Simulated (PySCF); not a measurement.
## Which basis set comes closest?

Molecule: `O=S(=O)(O)C(F)(F)F`, CHF3O3S.

Geometry (Å), atoms numbered from 1 in this order:
```xyz
9

O    -0.7553   -0.0459    1.7158
S    -0.7560   -0.2836    0.2909
O    -1.4001   -1.3971   -0.3463
O    -1.2483    1.0504   -0.4630
C     1.0171   -0.2831   -0.2531
F     1.5702    0.8701    0.0890
F     1.6410   -1.2712    0.3530
F     1.0934   -0.4388   -1.5568
H    -1.1492    1.8022    0.1436
```

Geometry PBE0-D3(BJ)/def2-SVP throughout; GIAO in PySCF 2.14.0 with density-fitted response routines, gas phase, one conformer, non-relativistic; equivalent atoms averaged; functional PBE0.

Reference values (measured; G. Saielli, R. Bini, A. Bagno, Computational 19F NMR. 2. Organic compounds, RSC Adv. 2014, ESI (exp. from Berger-Braun-Kalinowski 1994 and Everett 1995)): δ(F6/F7/F8) = -80.0 ppm vs CFCl3. Computed shifts are taken against CFCl3, calculated as an isolated molecule at each level.

Question: How do the basis sets STO-3G, pcSseg-0, 6-31G, 6-31G*, cc-pVDZ, def2-SVP, pcSseg-1, aug-cc-pVDZ, 6-311+G(2d,p), cc-pVTZ, def2-TZVP, IGLO-III, pcSseg-2 perform against the reference? Times are CPU seconds on shared hosts with different chips, so compare them loosely.

Answer: 
```tsv
basis set	functions	F6/F7/F8	abs. error F	core-s
STO-3G	45	-77.6	2.4	3.6
pcSseg-0	78	-79.1	0.9	6.1
6-31G	78	-87.0	7.0	7.3
6-31G*	118	-84.6	4.6	10
cc-pVDZ	121	-83.0	3.0	24
def2-SVP	121	-71.4	8.6	20
pcSseg-1	148	-87.6	7.6	12
aug-cc-pVDZ	197	-81.6	1.6	46
6-311+G(2d,p)	230	-86.3	6.3	25
cc-pVTZ	258	-83.4	3.4	63
def2-TZVP	260	-83.5	3.5	66
IGLO-III	299	-85.2	5.2	79
pcSseg-2	309	-85.7	5.7	73
```

For 19F the closest is pcSseg-0 (0.9 ppm) and the furthest def2-SVP (8.6 ppm). Where a smaller basis beats a larger one, errors probably cancel; the largest sets show where the functional converges. One molecule is a small sample, and vibrational and solvent effects are absent from the calculation.

A small basis that lands close on one nucleus may do so by chance; judge by the trend and by all nuclei.
